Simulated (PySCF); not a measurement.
Compound: C5H6F2O.
Numbering: `[F:1][CH:2]([F:3])[C@H:4]1[CH:5]=[CH:6][CH2:7][O:8]1`

NICS is the negative of the GIAO shielding at a point without a nucleus: at the ring centre (0) and 1 Å above and below it (1); zz is the component along the ring normal. Level: GIAO PBE0/pcSseg-1 (PySCF, non-relativistic, gas phase) on the PBE0-D3(BJ)/def2-SVP geometry, one conformer.

Ring bond lengths (Å), with Mayer bond orders in brackets: C4–C5 1.501 (1.02), C5–C6 1.331 (1.86), C6–C7 1.495 (1.04), C7–O8 1.413 (0.92), O8–C4 1.406 (0.93).

Q: What do the NICS probes read (ppm)?

A: 
```json
{"ring": "C4–C5–C6–C7–O8", "type": "5-membered ring with O; formal bonds 1 double, 4 single", "NICS(0)": "-5.3", "NICS(1), two faces": "-3.0 / -3.1", "NICS(1)zz, two faces": "-6.5 / -6.4", "rms pucker (Å)": "0.02", "centre to ring atoms, mean (Å)": "1.22"}
```

Q: What do they say, and how far can they be read as aromaticity?

A: 
- C4–C5–C6–C7–O8: mean NICS(1)zz -6.5 ppm, shielded. C4, C7 have four or more neighbours, so the value isn't read as a sign of a π ring current.

Q: How shielded are the nuclei of the rings and their hydrogens (means over atoms taken as equivalent)?

A: 
```
  atoms                 environment  σ isotropic (ppm)
     C4  sp3 carbon bound to oxygen               96.1
     C5            alkene CH carbon               53.6
     C6            alkene CH carbon               44.2
     C7  sp3 carbon bound to oxygen              105.4
     O8         cyclic ether oxygen              294.5
H on C4            methine hydrogen              26.46
H on C5            vinylic hydrogen              25.21
H on C6            vinylic hydrogen              25.00
H on C7          methylene hydrogen              26.44
H on C7          methylene hydrogen              26.46
```

Q: How do the values depend on the level or the medium?

A: 
```tsv
level	NICS(0), C4–C5–C6–C7–O8	mean NICS(1)zz, C4–C5–C6–C7–O8
PBE0/pcSseg-1, gas	-5.3	-6.5
mPW1PW91/pcSseg-1, gas	-5.3	-6.4
PBE0/pcSseg-1, IEF-PCM acetone	-5.2	-6.5
PBE0/pcSseg-1, IEF-PCM benzene	-5.3	-6.5
```

The geometry is the same throughout; the continuum's cavity takes Bondi-type radii × 1.2.

On one thread of an x86-64 server (shared host), this took 19 s of wall time. This is the whole shielding run at PBE0/pcSseg-1, SCF included.

Conformer computed: `[F:1][CH:2]([F:3])[C@H:4]1[CH:5]=[CH:6][CH2:7][O:8]1`: F1–C2–C4–C5 -52°.
